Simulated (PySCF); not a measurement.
## Heteronuclear NMR

Bonds (- single, = double, # triple, : aromatic): Cl1-C2 1.726 Å, C2=C3 1.331 Å, C3-C4 1.451 Å, C4=C5 1.334 Å, C5-O6 1.359 Å, O6-Si7 1.657 Å, Si7-C3 1.896 Å. C2 carries H8; C4 carries H9; C5 carries H10; Si7 carries H11, H12. Stereochemistry as in Cl/C=C1\C=CO[SiH2]1.

Level of theory: shieldings: GIAO PBE0/pcSseg-1, geometry from GFN2-xTB, in PySCF 2.14.0 with density-fitted response routines (fast rotation and ring inversion assumed for equivalent nuclei, relativity neglected, no solvent model, one conformer).

Problem. Predict the ²⁹Si NMR data.

Solution. 
```csv
atoms,environment,σ (ppm),δ (ppm)
Si7,"silicon bonded to C, O, 2 H, in a 5-membered ring",363.7,-19.0
```

Shieldings were converted by a linear fit to measured shifts: ²⁹Si: δ = 279.94 − 0.822σ (rms 8.9 ppm, 72 shifts, 25.8 ppm with the 6 outliers that the fit left out vs TMS, solution or neat liquid). Occasional misses reach two or three times the rms, and more in compound classes unlike the fitted ones.

On a 600 MHz spectrometer ²⁹Si resonates near 119.2 MHz, so 1 ppm is 119.2 Hz.

Problem. Where does ¹⁷O resonate?

Solution. 
```
atoms                                   environment  σ (ppm)  δ (ppm)
   O6  oxygen bonded to C, Si, in a 5-membered ring    219.6     66.6
```

Shieldings were converted by a linear fit to measured shifts: ¹⁷O: δ = 266.70 − 0.911σ (rms 10.7 ppm, 155 shifts, 12.2 ppm with the 3 outliers that the fit left out vs liquid water, solution or neat liquid). A few per cent of atoms miss by over 2 rms, more outside the fitted compound classes.

On a 600 MHz spectrometer ¹⁷O resonates near 81.3 MHz, so 1 ppm is 81.3 Hz.
